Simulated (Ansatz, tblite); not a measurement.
Cost and result up the ladder for the cluster SrSe2⁻ (3 atoms). Total charge -1; doublet. Geometry: PBE-D4/def2-TZVPD.

```xyz
3

Sr   -0.004    0.013    0.005
Se    1.261   -0.530    2.371
Se   -1.257    0.517   -2.376
```

Ansatz on 4 threads of Arm Neoverse V2 on a shared host; xTB runs through tblite on one thread. Times are rough, summed over both states, and most runs start from the orbitals of an earlier one. PBE0-D4/def2-TZVPD serves as the yardstick here, not as an exact answer. The other state is a triplet.

In the def2 sets Sr takes a core potential; there is no spin–orbit coupling. The xTB rows come from tblite. HOMO above LUMO, or a gap near zero within one spin, warns that the state may not be the lowest or that an electron is smeared out. The structure comes from a short search, and lower isomers may exist.

Raw xTB energies of ions are shifted by several eV, and xTB has no spin-polarisation term.

```json
{"level": "GFN1-xTB", "functions": "27", "wall time": "0.006 s"}
{"level": "GFN2-xTB", "functions": "27", "wall time": "0.006 s"}
{"level": "PBE-D4/def2-TZVPD", "functions": "147", "wall time": "19 s"}
{"level": "PBE0-D4/def2-TZVPD", "functions": "147", "wall time": "30 s"}
```

(1) Estimate what each level gives for the vertical IE (eV).

Results:

(1) 
```csv
level,vertical IE (eV),difference from PBE0-D4/def2-TZVPD (eV),remarks
GFN1-xTB,7.17,4.34,–
GFN2-xTB,8.39,5.56,–
PBE-D4/def2-TZVPD,2.96,0.13,gap within one spin near zero (triplet)
PBE0-D4/def2-TZVPD,2.83,0.00,–
```
